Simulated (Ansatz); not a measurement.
# BBrF2 (SMILES FB(F)Br): methods side by side

BBrF2 has 4 atoms, charge 0, and is taken as a singlet. SMILES: `FB(F)Br`. Geometry: relaxed at PBE0-D4/def2-TZVP.

| atom | x (Å) | y (Å) | z (Å) |
| --- | --- | --- | --- |
| F | -0.2157 | -1.3665 | -0.1099 |
| B | -0.1279 | -0.0633 | -0.0228 |
| F | -1.2124 | 0.6596 | -0.1442 |
| Br | 1.5560 | 0.7702 | 0.2769 |

Quantity: the vertical energy of the triplet above the singlet, in eV. The values are calculated.

```json
{"level": "SVWN5/aug-cc-pVDZ", "kind": "LDA", "program": "Ansatz", "value (eV)": "6.96", "less CCSD(T)/aug-cc-pVDZ": "-0.45", "CPU time (all runs)": "40 s"}
{"level": "r2SCAN/aug-cc-pVDZ", "kind": "meta-GGA", "program": "Ansatz", "value (eV)": "7.03", "less CCSD(T)/aug-cc-pVDZ": "-0.38", "CPU time (all runs)": "3.5 min"}
{"level": "B3LYP/aug-cc-pVDZ", "kind": "global hybrid", "program": "Ansatz", "value (eV)": "7.10", "less CCSD(T)/aug-cc-pVDZ": "-0.31", "CPU time (all runs)": "80 s"}
{"level": "wB97X/aug-cc-pVDZ", "kind": "range-separated hybrid", "program": "Ansatz", "value (eV)": "7.29", "less CCSD(T)/aug-cc-pVDZ": "-0.12", "CPU time (all runs)": "4.7 min"}
{"level": "B2PLYP/aug-cc-pVDZ", "kind": "double hybrid", "program": "Ansatz", "value (eV)": "7.35", "less CCSD(T)/aug-cc-pVDZ": "-0.06", "CPU time (all runs)": "3.3 min"}
{"level": "RPA@PBE/aug-cc-pVDZ", "kind": "RPA", "program": "Ansatz", "value (eV)": "7.11", "less CCSD(T)/aug-cc-pVDZ": "-0.30", "CPU time (all runs)": "1.9 min"}
{"level": "MP2/aug-cc-pVDZ", "kind": "perturbation theory", "program": "Ansatz", "value (eV)": "7.61", "less CCSD(T)/aug-cc-pVDZ": "+0.20", "CPU time (all runs)": "77 s"}
{"level": "CCSD(T)/aug-cc-pVDZ", "kind": "coupled cluster or CI", "program": "Ansatz", "value (eV)": "7.41", "less CCSD(T)/aug-cc-pVDZ": "0.00", "CPU time (all runs)": "3.3 min"}
```

CCSD(T)/aug-cc-pVDZ is the highest level here, not the true value. All-electron rows without a relativistic Hamiltonian named are non-relativistic. Spin-orbit coupling, which can split open shells on such heavy atoms by tenths of an eV, is left out. The values span 6.96 to 7.61 eV. In the correlated wave-function rows the outer d shell of Br is correlated, in sets not made for it. Times are those of the runs behind each value, whatever else they computed, on shared processors of several kinds: orders of magnitude only.
